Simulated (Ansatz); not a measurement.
Cost and result for the atomization energy of C2H5Ga (`[CH2]1[CH2][GaH]1`) (8 atoms, 8 bonds).

```xyz
8

C    -0.637    0.627   -0.064
C    -0.105   -0.804   -0.383
Ga    1.120    0.266    0.675
H    -1.504    0.680    0.591
H    -0.748    1.297   -0.914
H     0.115   -1.010   -1.427
H    -0.648   -1.629    0.073
H     2.407    0.573    1.450
```

The species carries charge 0 and has multiplicity 1. Correlated methods include outer-core shells of Ga, which these sets cover unevenly. Scalar relativity is left out up to krypton. Geometry: relaxed with PBE0-D4/def2-TZVP. Program: Ansatz. All runs use 2 threads of an AMD EPYC 9B14 on a shared host. Times are those of one run each, without the atoms' runs, and a repeat can differ threefold. Electronic energies, without spin–orbit coupling; frozen cores. CCSD(T)/CBS adds CCSD(T) − MP2 in def2-TZVPP to the MP2 limit, and its time is that of the two runs behind it. T1 = 0.012. With those shells the extrapolation isn't a true limit. B3LYP takes the VWN-RPA correlation (the form of Gaussian; ORCA's B3LYP/G).

CCSD(T)/CBS is a level of theory with its own doubt, some kJ/mol a heavy atom from the limit and from the frozen cores, so smaller differences don't rank the functionals.

```json
{"level": "LDA (SPW92)/def2-TZVPP", "functions": "180", "wall time": "0.85 s"}
{"level": "BLYP-D4/def2-TZVPP", "functions": "180", "wall time": "1.3 s"}
{"level": "PBE-D4/def2-TZVPP (with forces)", "functions": "180", "wall time": "1.6 s"}
{"level": "CCSD(T)/def2-SVP", "functions": "85", "wall time": "2.2 s"}
{"level": "B3LYP-D4/def2-TZVPP (with forces)", "functions": "180", "wall time": "2.6 s"}
{"level": "r2SCAN-D4/def2-TZVPP (with forces)", "functions": "180", "wall time": "3.1 s"}
{"level": "PBE-QIDH/def2-TZVPP", "functions": "180", "wall time": "3.3 s"}
{"level": "B2PLYP/def2-TZVPP", "functions": "180", "wall time": "3.8 s"}
{"level": "B97M-V/def2-TZVPP", "functions": "180", "wall time": "5.5 s"}
{"level": "ωB97M-V/def2-TZVPP (with forces)", "functions": "180", "wall time": "6.5 s"}
{"level": "MP2/def2-QZVPP", "functions": "353", "wall time": "13 s"}
{"level": "CCSD(T)/def2-TZVPP", "functions": "180", "wall time": "34 s"}
{"level": "CCSD(T)/CBS(def2)", "functions": "–", "wall time": "46 s"}
```

(1) What atomization energy does each give, and how far from CCSD(T)/CBS? (Best estimate.)

Results:

(1) The calculation gave: 
| level | atomization (kJ/mol) | difference from CCSD(T)/CBS | per bond |
| --- | --- | --- | --- |
| LDA (SPW92)/def2-TZVPP | 3011.2 | 375.9 | 47.0 |
| BLYP-D4/def2-TZVPP | 2594.4 | -40.9 | -5.1 |
| PBE-D4/def2-TZVPP (with forces) | 2672.9 | 37.6 | 4.7 |
| CCSD(T)/def2-SVP | 2506.3 | -129.0 | -16.1 |
| B3LYP-D4/def2-TZVPP (with forces) | 2612.0 | -23.3 | -2.9 |
| r2SCAN-D4/def2-TZVPP (with forces) | 2644.2 | 8.9 | 1.1 |
| PBE-QIDH/def2-TZVPP | 2633.8 | -1.5 | -0.2 |
| B2PLYP/def2-TZVPP | 2597.2 | -38.1 | -4.8 |
| B97M-V/def2-TZVPP | 2640.2 | 4.9 | 0.6 |
| ωB97M-V/def2-TZVPP (with forces) | 2628.4 | -6.9 | -0.9 |
| MP2/def2-QZVPP | 2642.2 | 6.9 | 0.9 |
| CCSD(T)/def2-TZVPP | 2583.0 | -52.3 | -6.5 |
| CCSD(T)/CBS(def2) | 2635.3 | 0.0 | 0.0 |

From BLYP to BHLYP (50 % exact exchange), in def2-TZVPP and without D4, the atomization energy moves by −31.7 kJ/mol: exact exchange takes away binding that semilocal exchange gives to molecules. At CCSD(T), def2-SVP lies −129.0 kJ/mol from the extrapolated value and def2-TZVPP −52.3 kJ/mol: correlation converges slowly with the basis, and small sets miss more of it in the bonded molecule than in its fragments. The D4 term adds +20.6 kJ/mol with B3LYP and +10.5 kJ/mol with PBE0; it sums over pairs of atoms, weighted by their polarisabilities, and B3LYP, whose exchange is more repulsive, gets the larger term.
